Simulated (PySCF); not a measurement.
**Dipole response of Mo²⁺ (molybdenum, charge +2)**

[Kr] 4d4, high-spin 5D determinant. All numbers are calculated (PySCF 2.14, scalar relativity by spin-free X2C-1e, in x2c-TZVPPall with one added diffuse shell each of s, p, d, f type (9s7p7d3f1g, 95 functions)). Coupled (time-dependent) response in atomic units; α is the mean over directions.

```tsv
method	mean α (bohr³)	α xx, yy, zz	C₆ (like pair)	S(−4)
UHF	9.142	8.590, 8.590, 10.25	48.38	30.15
PBE	10.33	9.810, 9.810, 11.38	54.83	45.32
PBE0	9.824	9.300, 9.300, 10.87	52.05	38.38
```

S(−4) is the Cauchy moment in α(ω) = α(0) + S(−4) ω² + …

Spin-orbit coupling is absent.

α(iu) at UHF:

```json
{"u (hartree)": "0", "α(iu) (bohr³)": "9.142"}
{"u (hartree)": "0.0500", "α(iu) (bohr³)": "9.068"}
{"u (hartree)": "0.100", "α(iu) (bohr³)": "8.858"}
{"u (hartree)": "0.200", "α(iu) (bohr³)": "8.167"}
{"u (hartree)": "0.300", "α(iu) (bohr³)": "7.352"}
{"u (hartree)": "0.500", "α(iu) (bohr³)": "5.899"}
{"u (hartree)": "0.750", "α(iu) (bohr³)": "4.577"}
{"u (hartree)": "1.00", "α(iu) (bohr³)": "3.640"}
{"u (hartree)": "1.50", "α(iu) (bohr³)": "2.428"}
{"u (hartree)": "2.00", "α(iu) (bohr³)": "1.708"}
{"u (hartree)": "3.00", "α(iu) (bohr³)": "0.9549"}
{"u (hartree)": "5.00", "α(iu) (bohr³)": "0.4135"}
```

A single London oscillator, α(iu) = α/(1 + u²/ω²), gives C₆ = (3/4) ω α². Matching the computed C₆ needs ω = 4 × 48.38 / (3 × 9.142²) = 0.772 hartree.

For an ion, C₆ is the dispersion term alone; charge-induced terms of lower order in 1/R come first.

The components differ because the open shell of this determinant is not spherical; for a pure term their mean is the scalar polarisability.
